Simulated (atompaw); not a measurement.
Before and after: PAW (atompaw) potential for W

atompaw 4.2.0.5 input, output lines left out:

```
W 74
GGA-PBE scalarrelativistic loggrid 2001 logderivrange -2 5 176
6 6 5 4 0 0
6 1 0
5 2 4
0 0 0
c
c
c
c
c
v
c
c
c
c
v
c
c
v
c
2
3.00 2.80 2.60 2.55
y
2.1
n
y
0.6
n
y
0.25
n
custom polynom2 7 10 vanderbiltortho besselshape
3 0 troulliermartins
3.00
2.15
3.00
3.00
3.00
3.00
```

Change: waves 6s (bound); 6s channel at 2.1 Ry; 6p (bound); 6p channel at 0.6 Ry; 5d (bound); 5d channel at 0.25 Ry; augmentation besselshape compensation charge, radius 2.80 bohr; PAW radius 3.00 bohr; waves and projectors: bloechl.

Cutoffs: the cutoffs (Ry, on a coarse ladder) from which the occupation-weighted sum of valence levels, in a spherical-Bessel basis at the reference potential, stays within 10 and 1 mRy of its value at 400 Ry; they do not see the model core or the augmentation charge, which bear on the density cutoff.

Q: What does the change do?

A: The potential gets neither clearly harder nor softer (18 Ry and 35 Ry → 25 Ry and 30 Ry); the bound ghosts move from s to p; the range in which the s phases agree narrows (upper end 3.7 → 0.0); the range in which the p phases agree widens (upper end 1.7 → 3.9).

```csv
quantity,base,changed
"cutoff, loose",18 Ry,25 Ry
"cutoff, tight",35 Ry,30 Ry
loose cutoff by channel (10 mRy a level),"s 6 Ry, d 10 Ry","s 6 Ry, d 21 Ry"
bound ghosts,s,p
s: phases at 3.01 bohr within 0.05 rad from the reference energy up to (Ry; the scan ends near 5),3.7,0.0
p: phases at 3.01 bohr within 0.05 rad from the reference energy up to (Ry; the scan ends near 5),1.7,3.9
d: phases at 3.01 bohr within 0.05 rad from the reference energy up to (Ry; the scan ends near 5),1.7,to the end of the scan
lowest overlap eigenvalue by channel,"s 0.42, p 0.92, d 0.92","s 0.29, p 0.00, d 1.00"
```

 A true bound ghost makes a file unfit for plane-wave use even where its test errors are small: the radial tests pick states by their node count and pass the ghost by. The cutoffs see the waves, projectors and local potential, not the compensation charge or the core.
